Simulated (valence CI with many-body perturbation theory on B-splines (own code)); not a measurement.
## Questions on Hf⁵⁹⁺

Calculated by relativistic CI+MBPT: three valence electrons over a frozen Dirac-Fock core [Ne], a basis of 11 s, 11 p, 9 d, 7 f, 5 g, 2 h, 1 i functions for each j, with the one-electron correlation potential Σ1 (screened to all orders), the two-electron term Σ2, the three-electron term Σ3, Breit, model QED; selected single and double excitations, second order for the rest (own B-spline code, finite nucleus).

No measured spectrum was set against this ion. As an estimate, large intervals hold to a few tenths of a per cent, small ones and those within an open d or f shell to about a per cent.

Levels are named by their leading jj configuration (3d3/2^4 stands for four electrons in 3d with j = 3/2), which in mixed levels can hold well under half, so a name can repeat and another be missing.

Rates and lifetimes use the calculated energies. Strong lines usually hold to 10 to 20 %, long lifetimes can be off by a factor of two.

(1) What is the ground level?

(2) Where does the other parity begin?

(3) Name the longest-lived excited levels whose lifetime is computed, and their main decay.

(4) Among levels below 98.126 Ry, which E1 lines absorb most strongly from the ground level?

(5) What is the ionisation energy?

Results:

(1) (3s^2 3p1/2) J=1/2, composition 100 % 3s2.3p 2P°, g = 0.648.

(2) At (3s 3p1/2^2) J=1/2, 11.772 Ry.

(3) (3s 3p3/2 3d5/2) J=9/2 at 76.673 Ry lives 6.95 ns, mostly by M1 to (3s 3p1/2 3d5/2) J=7/2; (3s^2 3p3/2) J=3/2 at 23.451 Ry lives 3.13 ns, mostly by E1 to (3s 3p1/2^2) J=1/2.

(4) to (3s^2 3d3/2) J=3/2 at 2.276 nm, f = 0.452; to (3s 3p1/2 3p3/2) J=1/2 at 2.490 nm, f = 0.205; to (3s 3p1/2 3p3/2) J=3/2 at 2.539 nm, f = 0.121.

(5) 6284.9 eV; NIST lists 6284 ± 7 eV (theoretical).
